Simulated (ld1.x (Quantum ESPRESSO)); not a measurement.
**selenium, RRKJ: configuration errors across variants**

```json
{"Element": "Se (Z = 34)", "Generator": "ld1.x (Quantum ESPRESSO) 7.5", "Type": "norm-conserving RRKJ (Kleinman–Bylander form)", "Functional": "LDA (PZ)", "Relativity": "scalar-relativistic", "Frozen core": "[Ar]", "Valence charge": "16", "Reference configuration": "3d10 4s1 4p5", "Partial waves": "4s (bound): rc 1.50 bohr; 4p (bound): rc 1.50 bohr; 3d (bound): rc 1.10 bohr", "Local potential": "the d channel", "Core correction": "none", "rho0": "0.01"}
```

All-electron excitation energies from the reference (eV): (1) 3d10 4s2 4p4 -10.939; (2) 3d10 4s2 4p3 0.070; (3) 3d10 4s2 4p2 20.628; (4) 3d10 4s2 4p4.3 -12.575; (5) 3d10 4s1 4p4 11.655; (6) 3d10 4s2 4p3.5 -6.551; (7) 3d10 4s0 4p6 11.156; (8) 3d10 4s1 4p5 spin -0.703; (9) 3d10 4s2 4p4 spin -11.532.

Spin tests fill each open shell by Hund’s rule, majority spin first.

2 further variants failed, have other tests or too few solved ones, and are left out.

A true bound ghost makes a file unfit for plane-wave use even where its test errors are small: the radial tests pick states by their node count and pass the ghost by.

Errors AE − PS in meV (a dash: test not solved or not reliable):

| change | (1) | (2) | (3) | (4) | (5) | (6) | (7) | (8) | (9) | bound ghosts |
| --- | --- | --- | --- | --- | --- | --- | --- | --- | --- | --- |
| base | +1.8 | -1.5 | +0.2 | +2.8 | +0.4 | -0.1 | +0.3 | +37 | +18 | s, p |
| wave 4s (bound): rc 1.50 bohr becomes 4s (bound): rc 1.32 bohr | +0.5 | -2.7 | -0.3 | +1.7 | +0.4 | -1.3 | -1.2 | +34 | +17 | s, p |
| wave 4s (bound): rc 1.50 bohr becomes 4s (bound): rc 1.72 bohr | +0.9 | -2.6 | -1.0 | +2.0 | +0.4 | -1.1 | -0.6 | +34 | +18 | s, p |
| wave 4s (bound): rc 1.50 bohr becomes 4s (bound): rc 1.82 bohr | -0.5 | -3.9 | -1.4 | +0.8 | +0.4 | -2.5 | -2.1 | +32 | +16 | s, p |
| wave 4s (bound): rc 1.50 bohr becomes 4s (bound): rc 2.10 bohr | -7.7 | -9.8 | -0.7 | -6.3 | +0.7 | -9.4 | -10 | +21 | +10 | s, p |

Q: Give the same row for: wave 4s (bound): rc 1.50 bohr becomes 4s (bound): rc 2.20 bohr.

A: -10, -12, +0.7, -9.1, +0.9, -12, -13, +18, +7.9; bound ghosts: s, p.
